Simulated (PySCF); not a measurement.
sulfuric acid (H2O4S), SMILES O=S(=O)(O)O.

Geometry optimised at B3LYP-D3(BJ)/def2-SVP. Other conformers were not sampled.

Two levels are set side by side: TDDFT-PBE/def2-SVPD (PySCF) and TDDFT-LC-ωPBE/def2-SVPD (PySCF). Vertical, same geometry. The lowest singlet is HOMO→LUMO 99 % with PBE and HOMO→LUMO 55 %, HOMO−1→LUMO 18 % with the other functional; states are paired by order. Differences are taken from unrounded values.

```
quantity                               TDDFT-LC-ωPBE
-------------------------------------  -------------
lowest singlet excitation (eV)                  8.54
lowest triplet excitation (TDA) (eV)            7.98
first bright state (f over 0.05) (eV)          10.04
its oscillator strength                         0.13
```

Question: What does TDDFT-PBE give, and how far is it from TDDFT-LC-ωPBE? (An estimate is asked for; the answer gives what the named calculation found.)

Answer: 
```csv
quantity,TDDFT-PBE,TDDFT-PBE minus TDDFT-LC-ωPBE
lowest singlet excitation (eV),6.71,-1.83
lowest triplet excitation (TDA) (eV),6.50,-1.48
first bright state (f over 0.05) (eV),8.15,-1.89
its oscillator strength,0.05,-0.07
```

A lower first singlet is the usual sign of a functional without exact exchange. Differences between two approximate levels are no errors against the true value.

Rough cost on one machine, each run with all the roots and properties that it gave: TDDFT-LC-ωPBE against TDDFT-PBE about 10 times.
